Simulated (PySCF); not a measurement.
## Bi⁺: ionisation energy

Bi⁺ [Xe] 4f14 5d10 6s2 6p2 (3P) → Bi²⁺ [Xe] 4f14 5d10 6s2 6p1 (2P), as a difference of total energies. All numbers are calculated (PySCF 2.14, a scalar-relativistic core potential, in aug-cc-pwCVQZ-PP with ECP60MDF (10s10p8d6f4g1h, 169 functions)). Correlated levels: valence: 5s2 5p6 5d10 frozen; valence and next inner shell: nothing frozen outside the core potential. The calculations carry no spin-orbit coupling.

```csv
method,ionisation energy (eV)
UHF,15.306
PBE0,15.820
r2SCAN,15.911
MP2 (valence),15.616
SCS-MP2 (valence),15.557
MP2 (valence and next inner shell),15.897
SCS-MP2 (valence and next inner shell),15.754
```

Estimate what PBE gives.

15.761 eV, closest to SCS-MP2 (valence and next inner shell) among the rows shown.

Estimate what LDA gives.

15.977 eV, closest to r2SCAN among the rows shown.

Spin-orbit coupling is strong in these open shells (close to jj coupling). The scalar numbers leave it out and a first-order estimate fails, so it can dominate the gap to the real levels.

For comparison: 16.703 eV (measured; NIST Atomic Spectra Database, ionization energies).
